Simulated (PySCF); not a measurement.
Hf(Cl)(SH)3 (ClH3HfS3), SMILES [Hf]([SH])([Cl])([SH])[SH], multiplicity 1.

The structure is a stationary point at PBE0-D3(BJ)/def2-SVP. The spin state was assumed, not searched. The structure was generated by enumeration; whether it is a known compound was not checked. The def2 effective core potentials stand for the cores of Hf; spin–orbit coupling is left out. The values are those of a single conformer.

Level of theory: PBE0-D3(BJ)/def2-SVP (PySCF 2.14.0).

Frequencies are harmonic and unscaled.

Computed normal modes with their intensities:
```json
[
 {"mode": "1", "ν (cm⁻¹)": "79", "IR (km/mol)": "1.4", "Raman (Å⁴/amu)": "2.0", "depolarisation": "0.75", "moving atoms (share of kinetic energy)": "Cl 48 %, S 40 %, Hf 9 %"},
 {"mode": "2", "ν (cm⁻¹)": "82", "IR (km/mol)": "1.1", "Raman (Å⁴/amu)": "1.6", "depolarisation": "0.75", "moving atoms (share of kinetic energy)": "S 69 %, Hf 17 %, Cl 10 %"},
 {"mode": "3", "ν (cm⁻¹)": "84", "IR (km/mol)": "2.0", "Raman (Å⁴/amu)": "4.0", "depolarisation": "0.74", "moving atoms (share of kinetic energy)": "S 51 %, Cl 35 %, H 12 %"},
 {"mode": "4", "ν (cm⁻¹)": "93", "IR (km/mol)": "3.1", "Raman (Å⁴/amu)": "2.2", "depolarisation": "0.75", "moving atoms (share of kinetic energy)": "S 66 %, Hf 16 %, H 9 %, Cl 9 %"},
 {"mode": "5", "ν (cm⁻¹)": "96", "IR (km/mol)": "2.7", "Raman (Å⁴/amu)": "1.9", "depolarisation": "0.65", "moving atoms (share of kinetic energy)": "S 75 %, Hf 16 %"},
 {"mode": "6", "ν (cm⁻¹)": "158", "IR (km/mol)": "14.4", "Raman (Å⁴/amu)": "0.6", "depolarisation": "0.68", "moving atoms (share of kinetic energy)": "H 85 %, S 13 %"},
 {"mode": "7", "ν (cm⁻¹)": "166", "IR (km/mol)": "21.7", "Raman (Å⁴/amu)": "0.6", "depolarisation": "0.73", "moving atoms (share of kinetic energy)": "H 91 %"},
 {"mode": "8", "ν (cm⁻¹)": "260", "IR (km/mol)": "12.8", "Raman (Å⁴/amu)": "2.4", "depolarisation": "0.63", "moving atoms (share of kinetic energy)": "H 96 %"},
 {"mode": "9", "ν (cm⁻¹)": "337", "IR (km/mol)": "34.9", "Raman (Å⁴/amu)": "5.4", "depolarisation": "0.68", "moving atoms (share of kinetic energy)": "S 54 %, H 30 %, Hf 16 %"},
 {"mode": "10", "ν (cm⁻¹)": "350", "IR (km/mol)": "4.8", "Raman (Å⁴/amu)": "24.8", "depolarisation": "0.02", "moving atoms (share of kinetic energy)": "S 71 %, H 14 %, Cl 13 %"},
 {"mode": "11", "ν (cm⁻¹)": "358", "IR (km/mol)": "39.3", "Raman (Å⁴/amu)": "4.2", "depolarisation": "0.40", "moving atoms (share of kinetic energy)": "S 67 %, Hf 19 %, H 14 %"},
 {"mode": "12", "ν (cm⁻¹)": "384", "IR (km/mol)": "78.5", "Raman (Å⁴/amu)": "1.1", "depolarisation": "0.61", "moving atoms (share of kinetic energy)": "Cl 67 %, Hf 21 %, S 10 %"},
 {"mode": "13", "ν (cm⁻¹)": "456", "IR (km/mol)": "32.9", "Raman (Å⁴/amu)": "4.9", "depolarisation": "0.75", "moving atoms (share of kinetic energy)": "H 75 %, S 20 %"},
 {"mode": "14", "ν (cm⁻¹)": "465", "IR (km/mol)": "36.4", "Raman (Å⁴/amu)": "6.8", "depolarisation": "0.74", "moving atoms (share of kinetic energy)": "H 74 %, S 22 %"},
 {"mode": "15", "ν (cm⁻¹)": "513", "IR (km/mol)": "21.8", "Raman (Å⁴/amu)": "11.5", "depolarisation": "0.69", "moving atoms (share of kinetic energy)": "H 84 %, S 14 %"},
 {"mode": "16", "ν (cm⁻¹)": "2673", "IR (km/mol)": "2.6", "Raman (Å⁴/amu)": "129.7", "depolarisation": "0.26", "moving atoms (share of kinetic energy)": "H 97 %"},
 {"mode": "17", "ν (cm⁻¹)": "2693", "IR (km/mol)": "6.7", "Raman (Å⁴/amu)": "77.2", "depolarisation": "0.27", "moving atoms (share of kinetic energy)": "H 97 %"},
 {"mode": "18", "ν (cm⁻¹)": "2695", "IR (km/mol)": "7.9", "Raman (Å⁴/amu)": "86.5", "depolarisation": "0.22", "moving atoms (share of kinetic energy)": "H 97 %"}
]
```
